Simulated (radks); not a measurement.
Problem. Successive ionisation energies (eV) of one element, from differences of total energies of ions in their ground configurations, starting at charge 44: 3650.4, 3771.7, 3894.3, 4074.1, 4201.8, 4331.0, 4461.5, 4812.3, 4926.1, 5040.4, 5155.1, 5536.1, 5657.7, 5910.5, 6018.5, 13342.0, 13653.6, 13967.1, 14282.1, 15680.6, 16029.2, 16512.5. Calculated with a radial shooting solver on a logarithmic mesh with Libxc functionals: Dirac Kohn-Sham, relativistic LDA (MacDonald-Vosko exchange, VWN5 correlation), spin-unpolarised, spherical densities, finite nucleus; open shells fill j = l - 1/2 first; Fermi nuclear charge, rms radius 5.2256 fm. Which element is it?

Solution. Thulium (Z = 69). The first species listed is Tm44+ in [Ar] 3d7, the last Tm65+ in [He] 2s2.
